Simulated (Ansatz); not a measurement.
C2H9AlSSi can be A, `C[SiH2][CH2][AlH][SH]`, or B, `[CH3][AlH][SiH](C)S`.

Computed with Ansatz on PBE0-D4/def2-TZVP structures; ΔE is electronic, products minus reactants. CCSD(T)/CBS adds triple-zeta CCSD(T) − MP2 to the extrapolated MP2 energy (def2 sets, frozen cores). Functionals use def2-TZVPP. B3LYP here is the variant with VWN-RPA as its local correlation; programs differ in this. One conformer a species, not always the lowest.

Question: Which isomer does CCSD(T)/CBS put lower? Give the gap. (An estimate is asked.)

Answer: Computed: A, by 79.1 kJ/mol.

Question: Give E(B) − E(A) in kJ/mol with CCSD/def2-TZVPP, HF/def2-TZVPP, B3LYP-D4, B2PLYP, MP2/def2-TZVPP, CCSD(T)/def2-TZVPP, r2SCAN-D4. (Best estimate.)

Answer: Computed: CCSD/def2-TZVPP 79.4, HF/def2-TZVPP 79.7, B3LYP-D4 75.3, B2PLYP 76.9, MP2/def2-TZVPP 86.2, CCSD(T)/def2-TZVPP 79.6, r2SCAN-D4 77.3. None reverses the order clearly.

Largest T1 diagnostic: 0.011.

The D4 term adds +4.9 kJ/mol with B3LYP and +2.7 kJ/mol with PBE0; it sums over pairs of atoms, weighted by their polarisabilities, and B3LYP, whose exchange is more repulsive, gets the larger term. From PBE to PBE0 (25 % exact exchange), in def2-TZVPP and without D4, E(B) − E(A) moves by +5.1 kJ/mol.
